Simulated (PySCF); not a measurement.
Species: C6H12O2 (charge +1 and doublet state).
Cartesian coordinates in Å at the GFN2-xTB level; atoms count from 1:
```xyz
20
C6H12O2 angstrom
C     -2.8269    0.5512   -0.8351
C     -1.6622   -0.3317   -0.5292
C     -1.0946   -0.2773    0.8686
C      0.3211   -0.8347    0.9416
C      1.2329   -0.1268   -0.0527
O      0.8120    0.2934   -1.1239
O      2.4559   -0.0561    0.3443
C      3.4441    0.5365   -0.5113
H     -2.6854    1.5636   -0.4630
H     -3.7328    0.1555   -0.3622
H     -3.0353    0.5752   -1.9036
H     -0.7660    0.0499   -1.1490
H     -1.7961   -1.3521   -0.9000
H     -1.7270   -0.8854    1.5285
H     -1.1214    0.7433    1.2587
H      0.7514   -0.7403    1.9382
H      0.3405   -1.8938    0.6646
H      4.4057    0.2306   -0.1069
H      3.3261    0.1866   -1.5372
H      3.3528    1.6229   -0.4831
```

The hyperfine couplings belong to this conformer and change with its torsions.

As a line formula: `CCCCC(=[O+])OC` [radical] (charge +1).

Computed, not measured: PySCF 2.14.0, UKS B3LYP, pcH-1 on C H O, non-relativistic, mean-field spin-orbit, GIAO. One conformer (not necessarily the lowest) at the GFN2-xTB geometry, without solvent, vibrations or thermal averaging. Couplings are sensitive to structure, and on GFN2-xTB geometries they can be far from those on DFT ones, by a factor of two or more for some ions and for spin on atoms past the first row. No stability test was run, so a lower SCF solution isn't excluded.

Match the computed a_iso(13C) values -11.2, +7.3, -7.1, -3.2 MHz with the sites C1; C2; C3; C4.

```tsv
site	a_iso (MHz)	ρ(0) (bohr⁻³)	position	distance from O6 (Å)	spin population	largest |T| (MHz)
C1	-7.1	-0.0063	1 bond from C2	3.66	+0.01	11.0
C2	+7.3	+0.0065	a main spin site	2.62	+0.26	64.8
C3	-11.2	-0.0100	1 bond from C2	2.82	+0.01	10.3
C4	-3.2	-0.0029	2 bonds from O6	2.40	+0.04	10.5
```

The isotropic 17O couplings are -72.7, -10.1 MHz. Assign them to O6; O7.

| site | a_iso (MHz) | ρ(0) (bohr⁻³) | position | distance from O6 (Å) | spin population | largest \|T\| (MHz) |
| --- | --- | --- | --- | --- | --- | --- |
| O6 | -72.7 | +0.1199 | largest spin population | 0.00 | +0.41 | 138.1 |
| O7 | -10.1 | +0.0167 | 2 bonds from O6 | 2.23 | +0.03 | 16.0 |

Match the computed a_iso(1H) values +194.5, +73.8, +65.4, +3.7, -0.3 MHz (means over equivalent nuclei) with the sites H9/H10/H11; H12/H13; H14/H15; H16/H17; H18/H19/H20.

```json
{"site": "H9/H10/H11", "a_iso (MHz)": "+65.4", "ρ(0) (bohr⁻³)": "+0.0146", "position": "2 bonds from C2", "distance from O6 (Å)": "4.11", "bound to": "C1", "spin population there": "+0.01", "largest |T| (MHz)": "7.2"}
{"site": "H12/H13", "a_iso (MHz)": "+194.5", "ρ(0) (bohr⁻³)": "+0.0435", "position": "1 bond from C2", "distance from O6 (Å)": "2.34", "bound to": "C2", "spin population there": "+0.26", "largest |T| (MHz)": "39.4"}
{"site": "H14/H15", "a_iso (MHz)": "+73.8", "ρ(0) (bohr⁻³)": "+0.0165", "position": "2 bonds from C2", "distance from O6 (Å)": "3.48", "bound to": "C3", "spin population there": "+0.01", "largest |T| (MHz)": "6.6"}
{"site": "H16/H17", "a_iso (MHz)": "+3.7", "ρ(0) (bohr⁻³)": "+0.0008", "position": "3 bonds from O6", "distance from O6 (Å)": "3.05", "bound to": "C4", "spin population there": "+0.04", "largest |T| (MHz)": "4.2"}
{"site": "H18/H19/H20", "a_iso (MHz)": "-0.3", "ρ(0) (bohr⁻³)": "-0.0001", "position": "4 bonds from O6", "distance from O6 (Å)": "3.07", "bound to": "C8", "spin population there": "0.00", "largest |T| (MHz)": "3.4"}
```

ρ(0) is the spin density at the nucleus and T the dipolar tensor; entries for several nuclei are means. Largest spin populations (Mulliken): O6 (+0.41), C2 (+0.26), H12 (+0.11) and H10 (+0.06). Main spin sites, with 60 % or more of the largest population: C2, O6; positions count bonds from the nearest.

Class means assume fast exchange of nuclei equivalent by connectivity; if that motion is slow, each nucleus keeps its own coupling. The three 1H nuclei of mean +65.4 MHz run from 7.8 to 156.2 MHz in the frozen geometry. The 1H value of +194.5 MHz is a mean of couplings from 31.8 to 357.1 MHz in this one geometry, not an average over conformers. The 1H value of +73.8 MHz is a mean of couplings from 5.7 to 141.9 MHz in this one geometry, not an average over conformers.

The SMILES `CCCCC(=[O+])OC` draws the unpaired electron on O6, whose computed spin population is only +0.41.

Hardware: Arm Neoverse V2, one thread, no GPU, shared host with 96 logical CPUs at a one-minute load of 68. Cost: 1.8 min wall (grids of density and orbitals included), 1.1 GiB resident at most.
